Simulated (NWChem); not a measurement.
System: AuH2OCl; SMILES [Au](<-[OH2])[Cl]

The following NWChem deck was run.

```
start job
memory heap 200 mb stack 900 mb global 1100 mb
geometry units angstroms noautoz
  Au    -0.000676     0.169922     0.000000
  Cl     0.011260    -2.067799     0.000000
  O     -0.015561     2.333980     0.000000
  H      0.430835     2.705180     0.772331
  H      0.430835     2.705180    -0.772331
end
basis spherical
  * library def2-svp
end
ecp
  Au library def2-ecp
end
dft
  xc m06-2x
  iterations 150
  mulliken
end
task dft energy
```

Parts of the log:

```
             Northwest Computational Chemistry Package (NWChem) 7.3.0
             --------------------------------------------------------

 CS  symmetry detected

                             Geometry "geometry" -> ""
                             -------------------------

 Output coordinates in angstroms (scale by  1.889725989 to convert to a.u.)

  No.       Tag          Charge          X              Y              Z
 ---- ---------------- ---------- -------------- -------------- --------------
    1 Au                  79.0000    -0.00946065    -0.14768671     0.00000000
    2 Cl                  17.0000     0.01047556     2.08997731     0.00000000
    3 O                    8.0000    -0.03208249    -2.31167767     0.00000000
    4 H                    1.0000     0.41298354    -2.68447125     0.77233100
    5 H                    1.0000     0.41298354    -2.68447125    -0.77233100

 Effective nuclear repulsion energy (a.u.)     532.4278133107

      Symmetry information
      --------------------

 Group name             Cs
 Group number              2
 Group order               2
 No. of unique centers     4

                                 NWChem DFT Module
                                 -----------------

 Summary of "ao basis" -> "ao basis" (spherical)
 ------------------------------------------------------------------------------
       Tag                 Description            Shells   Functions and Types
 ---------------- ------------------------------  ------  ---------------------
 Au                         def2-svp                12       32   6s3p2d1f
 Cl                         def2-svp                 8       18   4s3p1d
 O                          def2-svp                 6       14   3s2p1d
 H                          def2-svp                 3        5   2s1p

      Symmetry analysis of basis
      --------------------------

        a'         50
        a"         24

            General Information
            -------------------
          SCF calculation type: DFT
          Wavefunction type:  closed shell.
          No. of atoms     :     5
          No. of electrons :    46
           Alpha electrons :    23
            Beta electrons :    23
          Charge           :     0
          Spin multiplicity:     1
          Use of symmetry is: on ; symmetry adaption is: on
          Maximum number of iterations: 150
          AO basis - number of functions:    74
                     number of shells:    32
          Convergence on energy requested:  1.00D-06
          Convergence on density requested:  1.00D-05
          Convergence on gradient requested:  5.00D-04

              XC Information
              --------------
                       M06-2X Method XC Functional
                     Hartree-Fock (Exact) Exchange  0.540
                        M06-2X Exchange Functional  1.000
                      M06-2X Correlation Potential  1.000

             Grid Information
             ----------------
          Grid used for XC integration:  medium
          Radial quadrature: Mura-Knowles
          Angular quadrature: Lebedev.
          Tag              B.-S. Rad. Rad. Pts. Rad. Cut. Ang. Pts.
          ---              ---------- --------- --------- ---------
          Au                  1.35      123           9.0       590
          Cl                  1.00       88          12.0       590
          O                   0.60       49          11.0       434
          H                   0.35       45          11.0       434
          Grid pruning is: on
          Number of quadrature shells:   305
          Spatial weights used:  Erf1

      Superposition of Atomic Density Guess
      -------------------------------------

 Sum of atomic energies:        -687.45732372

      Non-variational initial energy
      ------------------------------

 Total energy =    -670.061569
 1-e energy   =   -1275.319118
 2-e energy   =     455.056741
 HOMO         =      -0.393464
 LUMO         =      -0.089479

      Symmetry analysis of molecular orbitals - initial
      -------------------------------------------------

  Numbering of irreducible representations:

     1 a'          2 a"

  Orbital symmetries:

     1 a'          2 a'          3 a'          4 a'          5 a"
     6 a'          7 a'          8 a'          9 a"         10 a'
    11 a'         12 a'         13 a"         14 a'         15 a'
    16 a"         17 a'         18 a"         19 a'         20 a'
    21 a'         22 a"         23 a'         24 a'         25 a"
    26 a'         27 a'         28 a"         29 a'         30 a'
    31 a"         32 a'         33 a"

     ---------------------------------------------
      Total Density - Mulliken Population Analysis
     ---------------------------------------------

    Atom       Charge   Shell Charges
 -----------   ------   -------------------------------------------------------
    1 Au  19    18.83   0.07 -0.47  1.79  0.62  0.62  0.26  5.58  0.46  0.09  8.75  1.06  0.01
    2 Cl  17    17.44   2.00  1.99  1.23  0.72  5.94  2.14  3.40  0.02
    3 O    8     8.43   1.99  1.07  0.59  2.94  1.84  0.01
    4 H    1     0.65   0.52  0.07  0.06
    5 H    1     0.65   0.52  0.07  0.06

   convergence    iter        energy       DeltaE   RMS-Dens  Diis-err
 ---------------- ----- ----------------- --------- --------- ---------
 d= 0,ls=0.0,diis     1   -671.9876323729 -8.22D+02  1.11D-02  3.44D-01
 d= 0,ls=0.0,diis     2   -672.0167267185 -2.91D-02  5.73D-03  2.25D-01
 d= 0,ls=0.0,diis     3   -672.0384357549 -2.17D-02  1.34D-03  9.41D-03
 d= 0,ls=0.0,diis     4   -672.0394988544 -1.06D-03  5.68D-04  1.15D-03
 d= 0,ls=0.0,diis     5   -672.0396551662 -1.56D-04  1.43D-04  4.63D-05
  Resetting Diis
 d= 0,ls=0.0,diis     6   -672.0396636588 -8.49D-06  5.38D-05  3.61D-06
 d= 0,ls=0.0,diis     7   -672.0396644868 -8.28D-07  1.37D-05  3.99D-07
 d= 0,ls=0.0,diis     8   -672.0396645119 -2.51D-08  3.54D-06  1.99D-07

         Total DFT energy =     -672.039664511939
      One electron energy =    -1278.875131663212
           Coulomb energy =      506.949814904811
    Exchange-Corr. energy =      -50.315155069987
 Nuclear repulsion energy =      150.200807316448

 Numeric. integr. density =       46.000004820153

                  Occupations of the irreducible representations
                  ----------------------------------------------

                     irrep           alpha         beta
                     --------     --------     --------
                     a'               17.0         17.0
                     a"                6.0          6.0

                       DFT Final Molecular Orbital Analysis
                       ------------------------------------

 Vector   21  Occ=2.000000D+00  E=-3.233527D-01  Symmetry=a'
              MO Center=  1.4D-02,  5.3D-01,  2.6D-13, r^2= 2.6D+00
   Bfn.  Coefficient  Atom+Function         Bfn.  Coefficient  Atom+Function
  ----- ------------  ---------------      ----- ------------  ---------------
    20      0.462219  1 Au d  2               5      0.447406  1 Au s
     3     -0.392941  1 Au s                 44     -0.362529  2 Cl py
    18      0.254221  1 Au d  0               2      0.247116  1 Au s
    41     -0.243919  2 Cl py                 6      0.222570  1 Au s
    38     -0.143764  2 Cl py                25      0.119886  1 Au d  2

 Vector   22  Occ=2.000000D+00  E=-3.051062D-01  Symmetry=a"
              MO Center=  6.3D-03,  1.6D+00, -1.7D-13, r^2= 2.1D+00
   Bfn.  Coefficient  Atom+Function         Bfn.  Coefficient  Atom+Function
  ----- ------------  ---------------      ----- ------------  ---------------
    45      0.605364  2 Cl pz                42      0.428812  2 Cl pz
    17     -0.411264  1 Au d -1              39      0.247813  2 Cl pz
    15      0.111983  1 Au pz                22     -0.085674  1 Au d -1
     9     -0.054727  1 Au pz                66     -0.031485  4 H  s
    71      0.031485  5 H  s                 65     -0.029730  4 H  s

 Vector   23  Occ=2.000000D+00  E=-3.035404D-01  Symmetry=a'
              MO Center=  1.9D-05,  1.6D+00,  9.8D-14, r^2= 2.2D+00
   Bfn.  Coefficient  Atom+Function         Bfn.  Coefficient  Atom+Function
  ----- ------------  ---------------      ----- ------------  ---------------
    43      0.601155  2 Cl px                16     -0.430015  1 Au d -2
    40      0.425134  2 Cl px                37      0.245640  2 Cl px
    13      0.098551  1 Au px                21     -0.085811  1 Au d -2
    54     -0.062907  3 O  px                 7     -0.050618  1 Au px
    57     -0.041217  3 O  px                53      0.033864  3 O  s

 Vector   24  Occ=0.000000D+00  E=-1.966156D-02  Symmetry=a'
              MO Center=  3.6D-01, -1.4D+00,  7.3D-13, r^2= 5.1D+00
   Bfn.  Coefficient  Atom+Function         Bfn.  Coefficient  Atom+Function
  ----- ------------  ---------------      ----- ------------  ---------------
    53     -0.717256  3 O  s                  6      0.657131  1 Au s
    66      0.361942  4 H  s                 71      0.361942  5 H  s
    14     -0.309610  1 Au py                20     -0.280130  1 Au d  2
    44      0.280962  2 Cl py                 3     -0.225916  1 Au s
    52     -0.194576  3 O  s                 18     -0.172102  1 Au d  0

 Vector   25  Occ=0.000000D+00  E= 3.764729D-02  Symmetry=a"
              MO Center=  5.2D-02, -4.2D-01, -4.0D-12, r^2= 6.8D+00
   Bfn.  Coefficient  Atom+Function         Bfn.  Coefficient  Atom+Function
  ----- ------------  ---------------      ----- ------------  ---------------
    15      0.955903  1 Au pz                66      0.249153  4 H  s
    71     -0.249153  5 H  s                 45     -0.235494  2 Cl pz
    59     -0.175465  3 O  pz                 9     -0.171367  1 Au pz
    56     -0.133158  3 O  pz                42     -0.101141  2 Cl pz
    17      0.065148  1 Au d -1              39     -0.060408  2 Cl pz

[...]
```

Level: M06-2X/def2-SVP with def2 effective core potentials on Au. Geometry: optimised at PBE0/def2-SVP. def2 effective core potentials on Au; no spin-orbit coupling.
